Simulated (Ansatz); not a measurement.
Cost and result for the atomization energy of CH₈B₂Si₂ (13 atoms, 16 bonds).

```xyz
13

B     0.0908   -0.2348    0.7374
C     1.4738    0.5088    0.2865
Si    0.1712    1.7184   -0.2005
B    -1.2854    0.5437   -0.4058
Si   -0.8092   -1.2445   -0.9567
H     0.2282   -1.4951    0.3074
H    -0.2066   -0.4158    1.8789
H     2.0134    0.0059   -0.5133
H     2.1523    0.8152    1.0792
H     0.1059    2.9673    0.6186
H    -2.4220    0.8118   -0.1664
H     0.2121   -1.6022   -1.9721
H    -1.7245   -2.3788   -0.6933
```

Total charge 0; spin multiplicity 1. The bonds changed during the relaxation, so this is another structure than the one it started from. The geometry is a stationary point of PBE0-D4/def2-TZVP. It is one conformer, not always the lowest. Program: Ansatz. All runs use 4 threads of an AMD EPYC 7B13 on a shared host. Times are those of one run each, without the atoms' runs, and a repeat can differ threefold. Electronic energies, without spin–orbit coupling; frozen cores. CCSD(T)/CBS adds CCSD(T) − MP2 in def2-TZVPP to the MP2 limit, and its time is that of the two runs behind it. T1 = 0.014. B3LYP takes the VWN-RPA correlation (the form of Gaussian; ORCA's B3LYP/G).

CCSD(T)/CBS is a level of theory with its own doubt, some kJ/mol a heavy atom from the limit and from the frozen cores, so smaller differences don't rank the functionals.

```json
{"level": "revPBE-D4/def2-TZVPP", "functions": "289", "wall time": "2.5 s", "atomization (kcal/mol)": "1049.6", "difference from CCSD(T)/CBS": "2.7", "per bond": "0.2"}
{"level": "PBE0-D4/def2-TZVPP", "functions": "289", "wall time": "3.6 s", "atomization (kcal/mol)": "1060.7", "difference from CCSD(T)/CBS": "13.8", "per bond": "0.9"}
{"level": "CCSD(T)/def2-SVP", "functions": "118", "wall time": "4.4 s", "atomization (kcal/mol)": "994.9", "difference from CCSD(T)/CBS": "-52.0", "per bond": "-3.3"}
{"level": "r2SCAN-D4/def2-TZVPP (with forces)", "functions": "289", "wall time": "5.5 s", "atomization (kcal/mol)": "1065.6", "difference from CCSD(T)/CBS": "18.7", "per bond": "1.2"}
{"level": "B3LYP-D4/def2-TZVPP (with forces)", "functions": "289", "wall time": "6 s", "atomization (kcal/mol)": "1050.3", "difference from CCSD(T)/CBS": "3.4", "per bond": "0.2"}
{"level": "r2SCANh-D4/def2-TZVPP", "functions": "289", "wall time": "6 s", "atomization (kcal/mol)": "1061.4", "difference from CCSD(T)/CBS": "14.5", "per bond": "0.9"}
{"level": "B2PLYP/def2-TZVPP", "functions": "289", "wall time": "7 s", "atomization (kcal/mol)": "1036.9", "difference from CCSD(T)/CBS": "-10.0", "per bond": "-0.6"}
{"level": "PBE-QIDH/def2-TZVPP", "functions": "289", "wall time": "7 s", "atomization (kcal/mol)": "1053.1", "difference from CCSD(T)/CBS": "6.2", "per bond": "0.4"}
{"level": "B97M-V/def2-TZVPP", "functions": "289", "wall time": "8.5 s", "atomization (kcal/mol)": "1068.4", "difference from CCSD(T)/CBS": "21.5", "per bond": "1.3"}
{"level": "ωB97M-V/def2-TZVPP (with forces)", "functions": "289", "wall time": "12 s", "atomization (kcal/mol)": "1055.5", "difference from CCSD(T)/CBS": "8.6", "per bond": "0.5"}
{"level": "MP2/def2-QZVPP", "functions": "551", "wall time": "29 s", "atomization (kcal/mol)": "1048.7", "difference from CCSD(T)/CBS": "1.8", "per bond": "0.1"}
{"level": "CCSD(T)/def2-TZVPP", "functions": "289", "wall time": "2.1 min", "atomization (kcal/mol)": "1023.2", "difference from CCSD(T)/CBS": "-23.7", "per bond": "-1.5"}
{"level": "CCSD(T)/CBS(def2)", "functions": "–", "wall time": "2.6 min", "atomization (kcal/mol)": "1046.9", "difference from CCSD(T)/CBS": "0.0", "per bond": "0.0"}
```

Leaving LDA and LC-ωPBE aside and taking each functional with its dispersion term where it has one, the values, not all of them listed here, spread over 38.3 kcal/mol, from BHLYP-D4 to PBE-D4. LDA lies +132.4 kcal/mol from PBE without D4, its usual overbinding. In def2-TZVPP, CCSD(T) changes the Hartree–Fock value by +237.4 kcal/mol (the triples alone add +16.5 kcal/mol) and MP2 by +248.9 kcal/mol; breaking electron pairs costs correlation energy, which Hartree–Fock lacks. From BLYP to BHLYP (50 % exact exchange), in def2-TZVPP and without D4, the atomization energy moves by −2.9 kcal/mol: exact exchange takes away binding that semilocal exchange gives to molecules.
